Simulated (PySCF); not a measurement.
Vertical excitation energies

Species: CF3SO3SiMe3, C4H9F3O3SSi.
Atom-mapped SMILES: `[CH3:1][Si:2]([CH3:3])([CH3:4])[O:5][S:6](=[O:7])(=[O:8])[C:9]([F:10])([F:11])[F:12]` (hydrogens: H13, H14, H15 on C1; H16, H17, H18 on C3; H19, H20, H21 on C4)

Computed with PySCF 2.14.0, density-fitted response routines, TDDFT PBE0/def2-SVPD, vertical, gas phase, core orbitals frozen in the response. Isolated species at its PBE0-D3(BJ)/def2-SVP geometry (one conformer only). Torsions of this conformer, `[CH3:1][Si:2]([CH3:3])([CH3:4])[O:5][S:6](=[O:7])(=[O:8])[C:9]([F:10])([F:11])[F:12]`: C1–Si2–O5–S6 -63°, Si2–O5–S6–O7 4°, O5–S6–C9–F10 -60°.

| state | E (eV) | E (kJ/mol) | λ (nm) | f | main configurations (H = HOMO, L = LUMO) |
| --- | --- | --- | --- | --- | --- |
| S1 | 8.10 | 781 | 153.1 | 0.040 | H→L (88%) |
| S2 | 8.19 | 790 | 151.4 | 0.021 | H→L+1 (59%), H-1→L (21%) |
| S3 | 8.24 | 795 | 150.5 | 0.054 | H-1→L (72%), H→L+1 (17%) |
| S4 | 8.37 | 808 | 148.1 | 0.0005 | H-1→L+1 (76%) |
| S5 | 8.49 | 819 | 146.0 | 0.032 | H-2→L (42%), H-1→L+1 (12%), H-2→L+1 (10%) |
| S6 | 8.58 | 827 | 144.6 | 0.011 | H-2→L+1 (40%), H→L+2 (16%) |
| S7 | 8.80 | 850 | 140.8 | 0.010 | H-3→L (24%), H-3→L+2 (17%), H-3→L+1 (14%) |
| S8 | 8.82 | 851 | 140.5 | 0.0089 | H→L+3 (32%), H-2→L+1 (23%) |
| S9 | 8.85 | 854 | 140.1 | 0.025 | H-3→L+1 (56%), H-3→L (21%) |
| S10 | 8.95 | 863 | 138.6 | 0.028 | H→L+2 (30%), H-3→L (20%), H-2→L (13%) |

Triplets (Tamm–Dancoff): T1 7.72 eV, H→L+1 (66%), H-2→L+1 (8%); T2 7.86 eV, H→L (42%), H-2→L+2 (20%); T3 7.95 eV, H-1→L+1 (37%), H→L (11%); T4 8.02 eV, H-1→L+1 (37%), H→L (21%), H-2→L (9%).

The lowest singlet comes at 153 nm (781 kJ/mol) in the vacuum ultraviolet; it is of moderate strength; its leading configuration is HOMO→LUMO (88%). The most intense listed level is S3 at 8.24 eV (151 nm, f = 0.054), 0.14 eV above S1. Löwdin shares by element: HOMO carbon 34% or more, silicon 14%, oxygen 14% or more (atoms not listed hold the other 38%); LUMO carbon 26% or more, silicon 14% (atoms not listed hold the other 59%). The oscillator strengths of these states sum to 0.231; summed over the whole spectrum of an exact calculation they would give the number of electrons, 114 (Thomas–Reiche–Kuhn). Of the 10 states listed, 8 reach f = 0.01 and none stays under 0.0005. Orbital energies (eV): HOMO-3 -9.74, HOMO-2 -9.49, HOMO-1 -9.19, HOMO -9.05, LUMO 0.13, LUMO+1 0.55, LUMO+2 0.82. Only the lowest 10 singlets were computed, as vertical energies without vibronic structure.
